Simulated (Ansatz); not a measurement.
A structure relaxed at B3LYP-D4/def2-TZVP in Ansatz, charge 0, singlet:

```xyz
3

Se   -1.2159    1.3268   -0.8160
Se   -0.0046   -0.5296   -0.6359
Te    1.2205   -0.7971    1.4519
```

Give its formula and point group.

TeSe₂. Point group Cs (tolerance 0.1 Å).

Summarise the bond lengths by kind (pairs closer than 1.2 times the sum of covalent radii, bridged metal pairs left out).

1 × Se–Se 2.22 Å; 1 × Se–Te 2.44 Å.

In the def2 sets Te takes a core potential; there is no spin–orbit coupling. The restricted singlet is unstable towards broken spin symmetry at other levels; at B3LYP-D4/def2-TZVP this wasn't settled. Another isomer (singlet) lies 0.46 eV lower at PBE0-D4/def2-TZVP; other spin states weren't run for this one.
